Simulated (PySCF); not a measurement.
## Frontier levels across methods

Species: C5H4O2S.
Numbering: `[O:1]=[C:2]([OH:3])[c:4]1[cH:5][cH:6][s:7][cH:8]1` (hydrogens: H9 on O3; H10 on C5; H11 on C6; H12 on C8)

Basis pcSseg-1 throughout (PySCF), one geometry. Geometry: PBE0-D3(BJ)/def2-SVP, one conformer, isolated molecule.

**Question.** How do the orbital energies, the gap and the dipole change with the method?

**Answer.** 
| method | kind | HOMO (eV) | LUMO (eV) | gap (eV) | μ (D) | SCF cycles |
| --- | --- | --- | --- | --- | --- | --- |
| OPBE | GGA | -6.30 | -2.10 | 4.20 | 1.55 | 17 |
| PBE | GGA | -6.32 | -2.17 | 4.15 | 1.61 | 17 |
| KT2 | GGA | -6.33 | -2.16 | 4.17 | 1.62 | 17 |
| BP86 | GGA | -6.43 | -2.29 | 4.14 | 1.62 | 17 |
| B97-2 | global hybrid | -7.14 | -1.40 | 5.74 | 1.66 | 15 |
| PBE0 | global hybrid | -7.39 | -1.35 | 6.04 | 1.65 | 15 |
| CAM-B3LYP | range-separated hybrid | -8.61 | -0.23 | 8.38 | 1.68 | 14 |
| HF | Hartree–Fock | -9.46 | 2.22 | 11.68 | 1.79 | 12 |

The HOMO spans 3.16 eV, from OPBE down to HF, and the gap runs from 4.14 eV (BP86) to 11.68 eV (HF). Over the methods OPBE (0 %), PBE (0 %), KT2 (0 %), BP86 (0 %), B97-2 (21 %), PBE0 (25 %), HF (100 %), a straight line through the gap against the share of exact exchange rises by 0.75 eV for each 10 % (correlation coefficient 1.000). The dipole ranges from 1.55 D (OPBE) to 1.79 D (HF). This basis has no diffuse functions.

The vertical ΔSCF ionisation energy at CAM-B3LYP/def2-SVPD is 9.35 eV; −ε(HOMO) comes closest to it with HF (9.46 eV).
